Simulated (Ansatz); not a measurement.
A nudged elastic band was laid between two geometries of CH$_{4}$BClFN (9 atoms, charge 0, multiplicity 1).

Computed with Ansatz 0.2.0, RKS BLYP/6-31G.

```json
{
 "movable images": "5",
 "climbing image": "yes",
 "spring": "5.0 eV/Å²",
 "optimiser": "quadratic models (default)",
 "start path": "through a guess of the saddle point",
 "force threshold": "0.03 eV/Å",
 "iteration limit": "60",
 "end points": "relaxed"
}
```

Image 0:

```xyz
9
Properties=species:S:1:pos:R:3
B -0.809 0.587 -0.981
F -0.975 0.723 -2.348
N 0.252 -0.173 -0.474
C 0.605 -0.441 0.939
H 0.875 -0.606 -1.159
Cl -2.025 1.435 0.104
H 1.611 -0.053 1.174
H -0.123 0.053 1.595
H 0.589 -1.525 1.149
```

Image 6:

```xyz
9
Properties=species:S:1:pos:R:3
B -1.210 0.863 -0.157
F 0.072 -0.024 -2.602
N -0.258 0.180 0.303
C 0.734 -0.535 1.060
H 0.186 -0.112 -1.640
Cl -2.543 1.819 -0.772
H 1.747 -0.147 0.854
H 0.546 -0.435 2.143
H 0.725 -1.610 0.811
```

(1) What changes between the two ends?

(2) What energy profile does the band end with?

(3) What is the geometry of the highest image?

Results:

(1) Bonds broken: B1–F2, N3–H5. Bonds formed: F2–H5. CH4BClFN becomes CH3BClN + FH.

(2) The run converged. The highest image is number 4 of 0 to 6, 3.27 eV above the first end and 0.23 eV above the last; the last end lies 3.04 eV above the first. Neighbouring images differ by up to 1.6 eV, so the band resolves the path poorly. A vibrational analysis at the climbing image gives one clearly imaginary mode, 367i cm⁻¹: a first-order saddle point. The orbitals stay closed-shell, which can raise the energy where a bond breaks towards radicals; this wasn't checked here. Limits of this set-up: no polarisation functions.

| image | path coordinate (Å) | energy (eV) | B1–F2 (Å) | N3–H5 (Å) | F2–H5 (Å) |
| --- | --- | --- | --- | --- | --- |
| 0 | 0.00 | 0.00 | 1.38 | 1.02 | 2.57 |
| 1 | 0.51 | 0.14 | 1.39 | 1.02 | 2.35 |
| 2 | 1.02 | 0.56 | 1.42 | 1.03 | 2.01 |
| 3 | 1.54 | 2.13 | 1.62 | 1.19 | 1.47 |
| 4 | 2.05 | 3.27 | 1.99 | 1.63 | 1.05 |
| 5 | 2.64 | 3.10 | 2.55 | 1.97 | 0.98 |
| 6 | 3.22 | 3.04 | 2.90 | 2.01 | 0.97 |

(3) 
```xyz
9
Properties=species:S:1:pos:R:3
B -0.963 0.692 -0.534
F -0.392 0.312 -2.404
N 0.023 -0.017 -0.069
C 0.729 -0.533 1.091
H 0.225 -0.138 -1.680
Cl -2.405 1.718 -0.605
H 1.773 -0.176 1.096
H 0.256 -0.223 2.039
H 0.756 -1.636 1.066
```

Run time: 2.9 min on 1 thread of Arm Neoverse N1 (shared host), peak memory 0.24 GiB.
